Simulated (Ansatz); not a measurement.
C2H4SSe can be A, `C[Se]C=S`, or B, `C=C(S)[SeH]`.

Computed with Ansatz on PBE0-D4/def2-TZVP structures; ΔE is electronic, products minus reactants. CBS: MP2 limit from def2 TZ/QZ plus the TZ coupled-cluster correction, frozen cores. Functionals use def2-TZVPP. B3LYP here is the variant with VWN-RPA as its local correlation; programs differ in this. For Se outer-core shells are correlated without core-valence functions, which leaves a few kJ/mol of doubt a bond. Scalar relativity is left out up to krypton. One conformer a species, not always the lowest.

Question: Which isomer does CCSD(T)/CBS put lower? Give the gap. (An estimate is asked.)

Answer: Ansatz gave: A, by 4.5 kcal/mol.

Question: Give E(B) − E(A) in kcal/mol with ωB97M-V, PBE-D4, PBE0-D4, r2SCAN-D4, LDA (SPW92), B3LYP-D4, BLYP-D4. (An estimate is asked.)

Answer: Ansatz gave: ωB97M-V 3.6, PBE-D4 7.1, PBE0-D4 5.2, r2SCAN-D4 6.9, LDA (SPW92) 4.5, B3LYP-D4 5.7, BLYP-D4 7.2. None reverses the order clearly.

Question: Does the order hold for the free energy at 298.15 K (harmonic terms from PBE0-D4)? (An estimate is asked.)

Answer: Computed: Yes: G(B) − G(A) = +2.5 kcal/mol, for one conformer each.

Largest T1 diagnostic: 0.014.

Leaving LDA and LC-ωPBE aside and taking each functional with its dispersion term where it has one, the values, not all of them listed here, spread over 3.7 kcal/mol, from ωB97X-V to BLYP-D4. LDA lies −3.2 kcal/mol from PBE without D4. The D4 term adds −0.9 kcal/mol with B3LYP and −0.5 kcal/mol with PBE0; it sums over pairs of atoms, weighted by their polarisabilities, and B3LYP, whose exchange is more repulsive, gets the larger term.
